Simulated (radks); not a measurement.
Spherical quantum dot in the effective-mass picture: electrons in a parabolic well V = omega^2 r^2 / 2 with omega = 0.277, with a point charge +2 (a donor) at the centre, all in effective atomic units (hartree* = m*/eps^2 hartree, bohr* = eps/m* bohr), one dielectric constant everywhere. Calculated with a radial shooting solver with Libxc functionals: non-relativistic Kohn-Sham, LDA (Slater exchange, Perdew-Wang correlation), spin-polarised, spherical densities. Levels are named by radial order and angular momentum (1s, 1p, 1d, 2s, ...), and open shells are averaged over m.

N = 37, configuration 1s2 1p6 1d10 2s2 1f14 2p(up 1, down 0) 3s2. This is the lowest configuration that the search found. Occupied levels:

level    occupation  eigenvalue (hartree*)  <r> (bohr*)
1s up             1                 6.0538        1.014
1s down           1                 6.0601        1.005
2s up             1                 6.5387        5.077
2s down           1                 6.5419        5.123
1p up             3                 6.5717        5.165
1p down           3                 6.5754        5.225
1d up             5                 6.6568        5.945
1d down           5                 6.6588        5.958
1f up             7                 6.7497        6.410
1f down           7                 6.7512        6.411
3s up             1                 6.7562        5.304
3s down           1                 6.7624        5.311
2p up             1                 6.7704        5.048

Energy (hartree*): total 139.908, kinetic 9.8404, external 30.089, Hartree 108.76, exchange-correlation -8.7844.

Electron density:

r (bohr*)  n(r) (e/bohr*^3)
0.537                0.5020
1.43                0.03272
2.33                0.01661
3.23                0.01810
4.12                0.01907
5.02                0.02047
5.92                0.01987
6.81                0.01461
7.71               0.007065
8.61               0.002036
9.50              0.0003347
10.4             0.00003083
11.3              1.672e-06
